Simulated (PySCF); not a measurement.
Species: H11NSSi4.
Atom-mapped SMILES: `[SiH3:1][S:2][SiH2:3][N:4]([SiH3:5])[SiH3:6]` (hydrogens: H7, H8, H9 on Si1; H10, H11 on Si3; H12, H13, H14 on Si5; H15, H16, H17 on Si6)

Computed by this run: PBE0-D3(BJ)/def2-SVP geometry optimisation, gas phase (PySCF); density fitting, grid level 1; the optimiser is geomeTRIC in internal coordinates, started from a GFN2-xTB structure.

Step 9: E = -43984.7974 eV
```
atom  x, y, z in Å  |  force x, y, z in eV/Å
Si1     3.3407   -0.2345   -1.5233    0.031  -0.002  -0.011
S2      1.2367   -0.2591   -1.9626    0.003   0.004   0.018
Si3     0.5197   -0.6521    0.0305   -0.010  -0.004   0.005
N4     -1.0900   -0.0071    0.1925    0.022  -0.009   0.006
Si5    -2.4645   -1.0982    0.0872   -0.037  -0.032   0.044
Si6    -1.2759    1.7228    0.4534    0.009   0.046  -0.001
H7      3.7613   -1.4926   -0.8345   -0.006   0.004   0.003
H8      4.0396   -0.1255   -2.8345   -0.006  -0.001  -0.001
H9      3.7018    0.9255   -0.6555   -0.012   0.001   0.001
H10     0.4652   -2.1205    0.2899   -0.013   0.002  -0.023
H11     1.4601   -0.0119    1.0011    0.002   0.003  -0.012
H12    -2.6642   -1.8711    1.3524    0.011   0.008  -0.009
H13    -3.6894   -0.2841   -0.1689    0.013   0.006  -0.008
H14    -2.2547   -2.0735   -1.0243    0.006   0.012  -0.003
H15    -1.4476    2.0553    1.9020   -0.013  -0.023  -0.004
H16    -2.4682    2.2255   -0.2898    0.008  -0.008  -0.008
H17    -0.0375    2.3944   -0.0413   -0.006  -0.007   0.003
```

Step 10: E = -43984.8017 eV
```
atom  x, y, z in Å  |  force x, y, z in eV/Å
Si1     3.2948   -0.1714   -1.5279    0.045  -0.009  -0.029
S2      1.2035   -0.3590   -1.9909    0.016   0.008   0.047
Si3     0.5179   -0.7180    0.0206   -0.034  -0.015   0.042
N4     -1.0746   -0.0393    0.2202    0.075  -0.010  -0.012
Si5    -2.4784   -1.0891    0.1004   -0.073  -0.040   0.076
Si6    -1.2171    1.6980    0.4546    0.005   0.059   0.017
H7      3.7703   -1.3444   -0.7328   -0.001   0.008   0.002
H8      4.0155   -0.1296   -2.8315   -0.013   0.000  -0.004
H9      3.5737    1.0751   -0.7556   -0.017  -0.002   0.008
H10     0.4409   -2.1820    0.2982   -0.028  -0.001  -0.047
H11     1.4970   -0.0963    0.9646   -0.005   0.020  -0.023
H12    -2.7051   -1.8701    1.3563    0.023   0.010  -0.013
H13    -3.6793   -0.2351   -0.1427    0.019   0.006  -0.019
H14    -2.2988   -2.0578   -1.0222    0.006   0.017  -0.008
H15    -1.5369    2.0473    1.8740   -0.017  -0.036  -0.012
H16    -2.2917    2.2582   -0.4169    0.013  -0.011  -0.013
H17     0.1013    2.3068    0.1061   -0.014  -0.005  -0.012
```

Step 11: E = -43984.8071 eV
```
atom  x, y, z in Å  |  force x, y, z in eV/Å
Si1     3.2773   -0.1224   -1.5220    0.045  -0.013  -0.040
S2      1.1959   -0.3652   -2.0079    0.024   0.013   0.060
Si3     0.5151   -0.7636   -0.0018   -0.057  -0.022   0.058
N4     -1.0629   -0.0617    0.2318    0.094  -0.013  -0.024
Si5    -2.4889   -1.0836    0.1386   -0.074  -0.041   0.085
Si6    -1.1846    1.6818    0.4312    0.003   0.058   0.024
H7      3.7644   -1.2727   -0.7016    0.004   0.009   0.000
H8      4.0170   -0.0873   -2.8153   -0.018   0.002  -0.006
H9      3.5194    1.1430   -0.7685   -0.019  -0.004   0.013
H10     0.4091   -2.2324    0.2379   -0.034  -0.001  -0.051
H11     1.5185   -0.1934    0.9489   -0.010   0.035  -0.025
H12    -2.7192   -1.8470    1.4045    0.027   0.008  -0.014
H13    -3.6734   -0.2040   -0.0968    0.021   0.005  -0.023
H14    -2.3454   -2.0658   -0.9772    0.002   0.017  -0.011
H15    -1.6134    2.0538    1.8155   -0.017  -0.041  -0.013
H16    -2.1689    2.2602   -0.5306    0.017  -0.010  -0.014
H17     0.1730    2.2536    0.1877   -0.009  -0.004  -0.019
```

Q: Estimate the geometry and energy of step 12. (The exact step hangs on the optimiser's Hessian estimate; all steps are aligned on step 11, rigid shifts and turns removed.)

A: E = -43984.8144 eV, largest force 0.144 eV/Å
```
atom  x, y, z in Å  |  force x, y, z in eV/Å
Si1     3.2544    0.0412   -1.4644    0.033  -0.014  -0.065
S2      1.2011   -0.2364   -2.0573    0.046  -0.015   0.072
Si3     0.4937   -0.9083   -0.1345   -0.108  -0.050   0.080
N4     -1.0182   -0.1340    0.2476   -0.005  -0.017  -0.080
Si5    -2.5091   -1.0599    0.3428   -0.038  -0.001   0.070
Si6    -1.1034    1.6241    0.2938    0.065   0.046   0.013
H7      3.7258   -1.1357   -0.6756    0.028   0.009  -0.011
H8      4.0574    0.1519   -2.7155   -0.031   0.016  -0.008
H9      3.4242    1.2786   -0.6481   -0.018  -0.007   0.024
H10     0.2462   -2.3789   -0.1413   -0.008  -0.003  -0.038
H11     1.5674   -0.6094    0.8608   -0.026   0.076   0.008
H12    -2.6870   -1.7153    1.6745    0.026  -0.011  -0.005
H13    -3.6388   -0.1011    0.1425    0.008  -0.015  -0.026
H14    -2.5358   -2.1154   -0.7120   -0.012   0.004  -0.013
H15    -1.8995    2.0785    1.4745   -0.001  -0.052   0.002
H16    -1.7401    2.1850   -0.9351    0.021  -0.004  -0.004
H17     0.2946    2.1283    0.4217    0.019   0.037  -0.018
```

The energy changes by -0.0073 eV. The first-order estimate −F·Δx gives -0.0285 eV and the mean of the old and new forces, exact on a quadratic surface, -0.0054 eV. The step makes an angle of 84° with the force vector and moves no atom by more than 0.594 Å.

What follows is the cost of the whole optimisation. Hardware: one thread, Arm Neoverse V1 (aarch64), no GPU, shared host with 64 logical CPUs at a one-minute load of 15. Cost: 4.6 min wall, 0.68 GiB resident at most.
